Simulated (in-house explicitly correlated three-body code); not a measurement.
Computed with an exponentially correlated three-body code. Model: two electrons around a point charge, non-relativistic, variational in 260 exponentially correlated functions (energies converged to about 1e-7 hartree, or 1e-8 relative for large Z).

For two electrons in a singlet the Kohn-Sham orbital is the square root of half the density, so the exact Kohn-Sham potential and energy parts follow from the density alone, and exchange is minus half the Hartree energy. The Kohn-Sham level equals minus the binding energy of the second electron.

Command:
```bash
python run_hyl.py task.json out
```
Settings (lengths in bohr, energies in hartree):
```
Z                      5.7
interaction_strength   1
functions              260
states_tried           13
```

Run time, properties included: 57 s on 1 thread of Intel(R) Xeon(R) Platinum 8259CL CPU @ 2.50GHz (Skylake/Cascade Lake), with other jobs on the host.

**Those bound S and P states to n = 4 that converged, binding against the one-electron ion.**

Given: nuclear charge 5.7.

Computed: one-electron threshold -16.245 hartree.

```csv
term,energy (hartree),binding (eV),quantum defect
1 1S,-29.0836739,349.36,0.072481
2 3S,-19.2834394,82.68,0.093409
2 1S,-19.0977327,77.627,0.03233
2 3P,-19.0958601,77.576,0.031684
2 1P,-18.9773018,74.35,-0.010567
3 3S,?,?,?
3 1S,?,?,?
3 3P,-17.4980621,34.098,0.031093
3 1P,-17.4645159,33.185,-0.0094638
4 3S,-16.9666589,19.637,0.087838
4 1S,-16.9467854,19.097,0.032831
4 3P,-16.9460941,19.078,0.030876
4 1P,-16.9322038,18.7,-0.0090372
```

Q: What belongs in the row 3 3S?

A: energy (hartree): -17.5485429; binding (eV): 35.471; quantum defect: 0.089147.

Q: What belongs in the row 3 1S?

A: energy (hartree): -17.499397; binding (eV): 34.134; quantum defect: 0.032673.

**Converged states only, values per electron or pair.**

```json
{"term": "1 1S", "mean r (bohr)": "0.28184", "mean r squared (bohr²)": "0.1069", "mean inverse r (1/bohr)": "5.3876", "mean r12 (bohr)": "0.41796", "mean inverse r12 (1/bohr)": "3.2516", "mean cosine": "-0.023223", "mean p1 dot p2 (bohr⁻²)": "0.64553", "delta r1 (bohr⁻³)": "52.366", "delta r12 (bohr⁻³)": "5.1697"}
{"term": "2 3S", "mean r (bohr)": "?", "mean r squared (bohr²)": "?", "mean inverse r (1/bohr)": "?", "mean r12 (bohr)": "?", "mean inverse r12 (1/bohr)": "?", "mean cosine": "?", "mean p1 dot p2 (bohr⁻²)": "?", "delta r1 (bohr⁻³)": "?", "delta r12 (bohr⁻³)": "-"}
{"term": "2 1S", "mean r (bohr)": "0.75019", "mean r squared (bohr²)": "0.93871", "mean inverse r (1/bohr)": "3.4467", "mean r12 (bohr)": "1.2682", "mean inverse r12 (1/bohr)": "1.0973", "mean cosine": "-0.01066", "mean p1 dot p2 (bohr⁻²)": "0.05478", "delta r1 (bohr⁻³)": "31.875", "delta r12 (bohr⁻³)": "0.81811"}
{"term": "2 3P", "mean r (bohr)": "0.64371", "mean r squared (bohr²)": "0.67716", "mean inverse r (1/bohr)": "3.4493", "mean r12 (bohr)": "1.0822", "mean inverse r12 (1/bohr)": "1.1305", "mean cosine": "-0.067862", "mean p1 dot p2 (bohr⁻²)": "-1.7483", "delta r1 (bohr⁻³)": "29.144", "delta r12 (bohr⁻³)": "-"}
{"term": "2 1P", "mean r (bohr)": "?", "mean r squared (bohr²)": "?", "mean inverse r (1/bohr)": "?", "mean r12 (bohr)": "?", "mean inverse r12 (1/bohr)": "?", "mean cosine": "?", "mean p1 dot p2 (bohr⁻²)": "?", "delta r1 (bohr⁻³)": "?", "delta r12 (bohr⁻³)": "?"}
{"term": "3 3S", "mean r (bohr)": "1.4863", "mean r squared (bohr²)": "4.2132", "mean inverse r (1/bohr)": "3.1198", "mean r12 (bohr)": "2.7272", "mean inverse r12 (1/bohr)": "0.46823", "mean cosine": "-0.0024275", "mean p1 dot p2 (bohr⁻²)": "0.013405", "delta r1 (bohr⁻³)": "30.224", "delta r12 (bohr⁻³)": "-"}
{"term": "3 1S", "mean r (bohr)": "1.5366", "mean r squared (bohr²)": "4.5321", "mean inverse r (1/bohr)": "3.114", "mean r12 (bohr)": "2.825", "mean inverse r12 (1/bohr)": "0.50101", "mean cosine": "-0.0034011", "mean p1 dot p2 (bohr⁻²)": "0.016833", "delta r1 (bohr⁻³)": "30.172", "delta r12 (bohr⁻³)": "0.23975"}
{"term": "3 3P", "mean r (bohr)": "1.4321", "mean r squared (bohr²)": "3.9452", "mean inverse r (1/bohr)": "3.1145", "mean r12 (bohr)": "2.6223", "mean inverse r12 (1/bohr)": "0.50862", "mean cosine": "-0.016953", "mean p1 dot p2 (bohr⁻²)": "-0.41798", "delta r1 (bohr⁻³)": "29.391", "delta r12 (bohr⁻³)": "-"}
{"term": "3 1P", "mean r (bohr)": "1.4698", "mean r squared (bohr²)": "4.1728", "mean inverse r (1/bohr)": "3.11", "mean r12 (bohr)": "2.6897", "mean inverse r12 (1/bohr)": "0.52509", "mean cosine": "0.0092424", "mean p1 dot p2 (bohr⁻²)": "0.42871", "delta r1 (bohr⁻³)": "29.486", "delta r12 (bohr⁻³)": "0.062513"}
{"term": "4 3S", "mean r (bohr)": "2.5758", "mean r squared (bohr²)": "13.485", "mean inverse r (1/bohr)": "3.0005", "mean r12 (bohr)": "4.8981", "mean inverse r12 (1/bohr)": "0.27189", "mean cosine": "-0.0010418", "mean p1 dot p2 (bohr⁻²)": "0.0055682", "delta r1 (bohr⁻³)": "29.784", "delta r12 (bohr⁻³)": "-"}
{"term": "4 1S", "mean r (bohr)": "2.6429", "mean r squared (bohr²)": "14.239", "mean inverse r (1/bohr)": "2.9981", "mean r12 (bohr)": "5.0312", "mean inverse r12 (1/bohr)": "0.28504", "mean cosine": "-0.0014639", "mean p1 dot p2 (bohr⁻²)": "0.0071795", "delta r1 (bohr⁻³)": "29.767", "delta r12 (bohr⁻³)": "0.10026"}
{"term": "4 3P", "mean r (bohr)": "2.5394", "mean r squared (bohr²)": "13.201", "mean inverse r (1/bohr)": "2.9983", "mean r12 (bohr)": "4.8268", "mean inverse r12 (1/bohr)": "0.288", "mean cosine": "-0.0067492", "mean p1 dot p2 (bohr⁻²)": "-0.16379", "delta r1 (bohr⁻³)": "29.441", "delta r12 (bohr⁻³)": "-"}
{"term": "4 1P", "mean r (bohr)": "2.5893", "mean r squared (bohr²)": "13.75", "mean inverse r (1/bohr)": "2.9964", "mean r12 (bohr)": "4.9235", "mean inverse r12 (1/bohr)": "0.29506", "mean cosine": "0.003674", "mean p1 dot p2 (bohr⁻²)": "0.17376", "delta r1 (bohr⁻³)": "29.478", "delta r12 (bohr⁻³)": "0.027234"}
```

Q: What belongs in the row 2 3S?

A: mean r (bohr): 0.71601; mean r squared (bohr²): 0.84166; mean inverse r (1/bohr): 3.4684; mean r12 (bohr): 1.2114; mean inverse r12 (1/bohr): 0.97332; mean cosine: -0.0075111; mean p1 dot p2 (bohr⁻²): 0.046377; delta r1 (bohr⁻³): 32.124.

Q: What belongs in the row 2 1P?

A: mean r (bohr): 0.66994; mean r squared (bohr²): 0.74131; mean inverse r (1/bohr): 3.433; mean r12 (bohr): 1.1008; mean inverse r12 (1/bohr): 1.1815; mean cosine: 0.03671; mean p1 dot p2 (bohr⁻²): 1.6193; delta r1 (bohr⁻³): 29.543; delta r12 (bohr⁻³): 0.18952.

**Electric-dipole lines between converged S and P states, rate of the upper state's decay.**

```csv
s state,p state,p minus s (eV),oscillator strength from s,rate (1/s)
1 1S,2 1P,275.01,0.63704,6.9687e+11
1 1S,3 1P,316.17,0.13918,2.0124e+11
1 1S,4 1P,330.66,0.053146,8.4047e+10
2 1S,2 1P,3.2771,0.098558,1.5309e+07
2 1S,3 1P,44.442,0.34699,9.9129e+09
2 1S,4 1P,58.927,0.089307,4.4854e+09
3 1S,2 1P,-40.216,-0.064543,4.5295e+09
3 1S,3 1P,0.94916,0.17102,2.2286e+06
3 1S,4 1P,15.434,0.37344,1.2867e+09
4 1S,2 1P,?,?,?
4 1S,3 1P,-14.088,-0.14388,1.2392e+09
4 1S,4 1P,0.39679,0.23791,541780
2 3S,2 3P,5.1043,0.13942,5.2541e+07
2 3S,3 3P,48.583,0.30987,1.0579e+10
2 3S,4 3P,?,?,?
3 3S,2 3P,-42.105,-0.069755,5.3659e+09
3 3S,3 3P,1.3737,0.23308,6.3612e+06
3 3S,4 3P,16.393,0.33273,1.2934e+09
4 3S,2 3P,-57.939,-0.014285,2.0807e+09
4 3S,3 3P,-14.46,-0.15835,1.4367e+09
4 3S,4 3P,0.5596,0.32083,1.4531e+06
```

Q: What belongs in the row 4 1S 2 1P?

A: p minus s (eV): -55.253; oscillator strength from s: -0.013715; rate (1/s): 1.8169e+09.

Q: What belongs in the row 2 3S 4 3P?

A: p minus s (eV): 63.602; oscillator strength from s: 0.082468; rate (1/s): 4.8253e+09.

**Exact Kohn-Sham parts of the ground state from its density.**

Computed: total energy -29.0836739 hartree; Kohn-Sham kinetic 29.041 hartree; Hartree energy 6.6791 hartree; DFT correlation energy -0.044972 hartree; potential part of the DFT correlation energy -0.087968 hartree; exact minus restricted Hartree-Fock -0.04497 hartree; Kohn-Sham level -349.36 eV; restricted Hartree-Fock level -349.65 eV; dipole polarisability 0.011165 bohr³; C6 of two such species 0.0011168 hartree·bohr⁶.

Q: What is the kinetic part of the DFT correlation energy?

A: 0.042996 hartree.

Q: What is the exchange energy?

A: -3.3396 hartree.
